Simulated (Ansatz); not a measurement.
A single point on C₂H₅BOSi (`O=C1B[SiH2]C1`).

```yaml
crystal:
  periodic: [false, false, false]
  atoms:
    - {symbol: O, position_ang: [-1.798606, 0.799576, 1.433380]}
    - {symbol: C, position_ang: [-0.876560, 0.342796, 0.807410]}
    - {symbol: B, position_ang: [0.263933, -0.752871, 1.242613]}
    - {symbol: Si, position_ang: [0.991925, -0.506948, -0.637878]}
    - {symbol: C, position_ang: [-0.499928, 0.686365, -0.648306]}
    - {symbol: H, position_ang: [0.398303, -1.319051, 2.280295]}
    - {symbol: H, position_ang: [2.320180, 0.143919, -0.799344]}
    - {symbol: H, position_ang: [0.882632, -1.654131, -1.579576]}
    - {symbol: H, position_ang: [-1.318532, 0.456187, -1.337132]}
    - {symbol: H, position_ang: [-0.280248, 1.752958, -0.758464]}
basis:
  gaussian: {orbitals: def2-TZVPP}
correlation: {method: mp2}
```

```sh
$ ansatz run in.yaml --threads 2 --pin off --events-out ev --progress --plain --max-ram 4352MiB
```

Output, abridged:

```
Functional definition: HF
1409 factors; integrals over basis functions are off by at most 1.1e-3 eV
mean field evaluation 1: about -12706.8391 eV, gradient 3.8e1 eV
mean field evaluation 2: about -12707.0952 eV, gradient 3.8e1 eV
mean field evaluation 4: about -12711.0598 eV, gradient 5.6e0 eV
mean field evaluation 8: about -12711.1953 eV, gradient 5.7e-1 eV
mean field evaluation 16: about -12711.1983 eV, gradient 1.8e-6 eV
mean field -12711.19830344 eV, -467.1279216918 hartree, gradient 1.8e-6 eV, S^2 0.000000; 0 other end points of the search recorded, 0 dependent functions left out
9 core orbitals not correlated: weight in the atoms' cores, before any rotation towards them, 1.000 or more for the frozen orbitals, at most 0.000 for the correlated occupied ones
reference -12711.19830344 eV, -467.1279216918 hartree; 13, 13 occupied and 214, 214 virtual orbitals, 1409 factors
second order -20.59519975 eV of doubles, -0.00000000 eV of singles
Total energy: -12731.79350319 eV, -467.8847813225 hartree
```

Run time 9.5 s (2 threads of an Arm Neoverse N1 on a shared host); peak host memory 0.54 GiB.
